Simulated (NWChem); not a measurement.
# C₃H₄F₂O; SMILES O=CCC(F)F

```xyz
10

O      0.4552    -2.0536    -0.4965
C     -0.4159    -1.6739     0.2528
C     -0.8460    -0.2284     0.3971
C      0.0792     0.7499    -0.2999
F     -0.4915     1.9948    -0.2826
F      1.2604     0.8218     0.3805
H     -0.9845    -2.3936     0.8813
H     -0.9161     0.0366     1.4599
H     -1.8612    -0.1315    -0.0135
H      0.2968     0.4819    -1.3371
```
Atoms are numbered in this order, from 1.

Results from NWChem. Medium grid unless said otherwise, to which SCAN and Minnesota functionals are sensitive. All runs use the structure optimised with B3LYP/6-31G* (spherical d).

Q: Order these by “dipole (D)”, lowest first: Hartree-Fock/def2-SVP; PBE0/def2-SVP; BLYP/def2-SVP.

A: BLYP/def2-SVP (2.50), PBE0/def2-SVP (2.81), Hartree-Fock/def2-SVP (3.37)
